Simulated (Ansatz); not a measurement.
`O[SiH2][SnH2][SiH3]` + `C[SiH]1NCS1` → `[SiH3][SiH]1NCS1` + `[CH3][SnH2][SiH2]O`  (redistribution)

Program: Ansatz. Geometries: PBE0-D4/def2-TZVP. ΔE: electronic, gas phase. CBS: MP2 limit from def2 TZ/QZ plus the TZ coupled-cluster correction, frozen cores. Elements past krypton have def2 core potentials. For Sn outer-core shells are correlated without core-valence functions, which leaves a few kJ/mol of doubt a bond. One conformer a species, not always the lowest.

`O[SiH2][SnH2][SiH3]`:

Cartesian coordinates in Å:
```
O 1.033 -2.436 -0.383
Si 0.562 -1.248 -1.433
Sn -0.998 0.461 -0.305
Si 0.143 1.660 1.652
H 0.348 -2.986 0.000
H -0.113 -1.823 -2.633
H 1.817 -0.587 -1.867
H -2.394 -0.344 0.281
H -1.539 1.614 -1.448
H 1.363 2.363 1.172
H 0.543 0.669 2.686
H -0.767 2.657 2.276
```

`C[SiH]1NCS1`:

Cartesian coordinates in Å:
```
C 1.609 1.233 -0.086
Si -0.162 0.688 0.000
N -0.560 -0.828 -0.715
C -1.162 -1.511 0.418
S -0.805 -0.312 1.780
H 1.773 2.093 0.570
H 1.862 1.543 -1.105
H 2.280 0.428 0.215
H -1.008 1.846 -0.417
H -0.887 -1.062 -1.637
H -2.244 -1.645 0.330
H -0.694 -2.473 0.646
```

`[SiH3][SiH]1NCS1`:

Z-matrix (Å, degrees):
```
Si
Si 1 2.348
H 1 1.488 2 109.8
H 1 1.491 2 111.1 3 120.1
H 1 1.489 2 110.0 3 -120.1
N 2 1.724 1 117.4 3 -45.3
S 2 2.142 1 115.0 3 48.8
H 2 1.492 1 109.0 3 -179.2
C 6 1.453 2 100.7 1 107.0
H 6 1.006 2 131.3 1 -36.9
H 9 1.094 6 113.9 2 -108.7
H 9 1.094 6 113.4 2 125.1
```

`[CH3][SnH2][SiH2]O`:

```xyz
12

C     0.701   -1.988    0.358
Sn   -0.501   -0.296    0.902
Si   -0.595    1.458   -0.981
O     0.880    2.163   -1.245
H     0.262   -2.493   -0.503
H     1.708   -1.660    0.101
H     0.756   -2.689    1.192
H     0.169    0.412    2.316
H    -2.075   -0.839    1.309
H    -0.954    0.817   -2.272
H    -1.632    2.483   -0.664
H     1.280    2.632   -0.512
```

```csv
species,CCSD(T)/CBS(def2) energy (Eh)
`O[SiH2][SnH2][SiH3]`,-872.20086
`C[SiH]1NCS1`,-821.91608
`[SiH3][SiH]1NCS1`,-1072.91403
`[CH3][SnH2][SiH2]O`,-621.17928
```

Question: Work out ΔE.

Answer: ΔE = (-1072.91403) + (-621.17928) − (-872.20086) − (-821.91608) = 0.02363 Eh = +62.0 kJ/mol.

Largest T1 diagnostic among the species: 0.013.

From PBE to PBE0 (25 % exact exchange), in def2-TZVPP and without D4, ΔE moves by +4.4 kJ/mol.
